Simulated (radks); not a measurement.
All-electron atom: F4+ in [He] 2s2 2p1. Calculated with a radial shooting solver on a logarithmic mesh with Libxc functionals: non-relativistic Kohn-Sham, SCAN, spin-polarised, spherical densities, point nucleus; open shells are filled with parallel spins first; meta-GGA in the generalised Kohn-Sham scheme.

Normalised radial functions P(r) = r R(r), r in bohr:

```
   r/bohr * 1s down, o 2s up (the largest magnitude, 2.15, reaches the edge; | marks zero, & curves that meet)
 0.006127                             |o  *
 0.006798                             |o  *
 0.007483                             |o   *
 0.008303                             |o   *
  0.00914                             | o  *
  0.01006                             | o   *
  0.01116                             | o    *
  0.01229                             | o    *
  0.01363                             | o     *
  0.01501                             | o      *
  0.01665                             |  o     *
  0.01833                             |  o      *
  0.02018                             |  o       *
  0.02239                             |  o        *
  0.02465                             |   o        *
  0.02735                             |   o         *
   0.0301                             |   o          *
  0.03314                             |   o           *
  0.03677                             |    o           *
  0.04047                             |    o            *
  0.04491                             |    o              *
  0.04943                             |     o              *
  0.05441                             |     o               *
  0.06038                             |     o                *
  0.06646                             |     o                 *
  0.07375                             |      o                 *
  0.08118                             |      o                  *
  0.09007                             |      o                  *
  0.09915                             |      o                   *
   0.1091                             |      o                   *
   0.1211                             |     o                    *
   0.1333                             |     o                    *
   0.1479                             |    o                    *
   0.1628                             |    o                   *
   0.1792                             |   o                   *
   0.1989                             |  o                   *
   0.2189                             |o                   *
   0.2429                             o                  *
   0.2674                           o |                *
   0.2967                          o  |              *
   0.3266                        o    |            *
   0.3595                      o      |         *
   0.3989                    o        |       *
   0.4391                   o         |      *
   0.4872                 o           |    *
   0.5363                o            |   *
   0.5903               o             |  *
    0.655               o             | *
    0.721               o             |*
      0.8               o             |*
   0.8806                o            *
   0.9694                 o           *
    1.076                  o          *
    1.184                    o        *
    1.314                      o      *
    1.446                       o     *
    1.605                         o   *
    1.766                          o  *
    1.944                           o *
    2.157                            o*
    2.375                            o*
    2.635                             &
      2.9                             &
```

1s down: eigenvalue -781.74 eV, 0 radial nodes, <r> = 0.175 bohr, 90 % of the charge inside 0.313 bohr. 2s up: eigenvalue -119.85 eV, 1 radial node at r = 0.241 bohr, <r> = 0.834 bohr, 90 % of the charge inside 1.29 bohr.
